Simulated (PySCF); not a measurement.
Job file and geometry (Å, from PBE0-D3(BJ)/def2-SVP) of an NMR shielding run on SMILES C=C[Si@@H](C)P[SiH3], C$_{3}$H$_{11}$PSi$_{2}$, PySCF, GIAO B3LYP/pcSseg-1 NMR shielding, non-relativistic, gas phase; density fitting, a coarse starting grid and PySCF grid level 2 are the driver's defaults:

```
{"job": {"kind": "nmr", "xc": "B3LYP", "basis": "pcSseg-1", "pop": false}, "charge": 0, "multiplicity": 1}
C     -3.156334    -0.606888     0.399873
C     -2.217159     0.308499     0.666831
Si    -0.507633     0.281774    -0.085793
C     -0.122399     1.882645    -0.990770
P      0.989080     0.090427     1.613081
Si     2.796400    -0.367920     0.340081
H     -4.152599    -0.572938     0.855569
H     -2.970631    -1.437914    -0.290534
H     -2.463200     1.114833     1.371604
H     -0.433967    -0.882679    -1.026617
H     -0.139462     2.733751    -0.292203
H      0.872425     1.849082    -1.461496
H     -0.869050     2.066391    -1.778768
H      0.684543    -1.279142     1.893232
H      3.877483    -0.920828     1.211144
H      3.273000     0.917692    -0.255501
H      2.532910    -1.333531    -0.773095
```

Task: Write the output of this run.

Result: 
```
coarse grid: 14952 points
cycle   1  E = -1041.2046434998  dE =  7.027e-02  |g| = 4.625e-01  |ddm| = 3.613e+00
cycle   2  E = -1041.1814548733  dE =  2.319e-02  |g| = 5.431e-01  |ddm| = 9.032e-01
cycle   3  E = -1041.2605761915  dE = -7.912e-02  |g| = 5.807e-02  |ddm| = 5.446e-01
cycle   4  E = -1041.2610695572  dE = -4.934e-04  |g| = 4.260e-02  |ddm| = 8.863e-02
cycle   5  E = -1041.2615436748  dE = -4.741e-04  |g| = 5.970e-03  |ddm| = 3.485e-02
cycle   6  E = -1041.2615529859  dE = -9.311e-06  |g| = 2.003e-03  |ddm| = 9.378e-03
final grid: 128496 points
cycle   7  E = -1041.2980463184  dE = -1.360e-05  |g| = 5.645e-03  |ddm| = 2.008e-02
cycle   8  E = -1041.2980411290  dE =  5.189e-06  |g| = 7.116e-03  |ddm| = 1.135e-02
cycle   9  E = -1041.2980545796  dE = -1.345e-05  |g| = 4.518e-04  |ddm| = 6.645e-03
cycle  10  E = -1041.2980546229  dE = -4.335e-08  |g| = 1.908e-04  |ddm| = 6.472e-04
cycle  11  E = -1041.2980546320  dE = -9.037e-09  |g| = 5.994e-05  |ddm| = 2.026e-04
cycle  12  E = -1041.2980546328  dE = -8.642e-10  |g| = 1.802e-05  |ddm| = 6.361e-05
converged SCF energy = -1041.2980546328

GIAO shielding tensors (ppm)
atom      isotropic    diamagn.    paramagn.     s11        s22        s33       span
  0 C       36.413     252.879    -216.466    -90.059     45.621    153.678    243.737
  1 C       32.345     262.303    -229.958    -90.605     25.412    162.229    252.834
  2 Si     340.251     883.281    -543.030    324.041    334.686    362.025     37.984
  3 C      181.975     254.128     -72.152    180.177    180.853    184.896      4.719
  4 P      592.515     970.373    -377.857    518.396    567.056    692.094    173.698
  5 Si     408.533     879.794    -471.262    368.246    405.178    452.173     83.927
  6 H       25.247      27.199      -1.952     21.998     24.447     29.297      7.299
  7 H       25.246      32.243      -6.997     21.275     24.660     29.803      8.528
  8 H       25.114      31.000      -5.885     21.943     25.043     28.356      6.412
  9 H       26.764      33.009      -6.245     24.064     25.397     30.831      6.768
 10 H       31.105      31.035       0.070     27.153     28.986     37.178     10.025
 11 H       31.058      32.261      -1.203     25.894     30.186     37.095     11.201
 12 H       31.024      30.366       0.658     26.666     28.061     38.345     11.679
 13 H       30.627      31.930      -1.302     25.122     27.740     39.020     13.898
 14 H       27.244      28.336      -1.092     23.625     24.775     33.333      9.708
 15 H       27.549      29.701      -2.152     24.112     26.097     32.437      8.324
 16 H       27.253      29.779      -2.527     23.669     25.700     32.389      8.720
```

Size and cost of the density-fitted run: 178 basis functions, 20 s wall time on 1 thread of an Arm Neoverse V1, shared host.
